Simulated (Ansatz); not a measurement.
Consider the substitution at a C–As bond: `NC([SiH3])[AsH2]` + H₂Se → `NC([SiH3])[SeH]` + `[AsH3]`.

Computed with Ansatz on PBE0-D4/def2-TZVP structures; ΔE is electronic, products minus reactants. CBS: MP2 limit from def2 TZ/QZ plus the TZ coupled-cluster correction, frozen cores. Functionals use def2-TZVPP. For As, Se outer-core shells are correlated without core-valence functions, which leaves a few kJ/mol of doubt a bond. Scalar relativity is left out up to krypton. One conformer a species, not always the lowest.

| species | PBE0 energy (Eh) |
| --- | --- |
| `NC([SiH3])[AsH2]` | -2622.54840 |
| H₂Se | -2402.46291 |
| `NC([SiH3])[SeH]` | -2787.62035 |
| `[AsH3]` | -2237.38564 |

Problem. Work out ΔE.

Solution. ΔE = (-2787.62035) + (-2237.38564) − (-2622.54840) − (-2402.46291) = 0.00532 Eh = +3.3 kcal/mol. CCSD(T)/CBS gives +4.1 kcal/mol.

Largest T1 diagnostic among the species: 0.011.

From PBE to PBE0 (25 % exact exchange), in def2-TZVPP and without D4, ΔE moves by +0.8 kcal/mol.
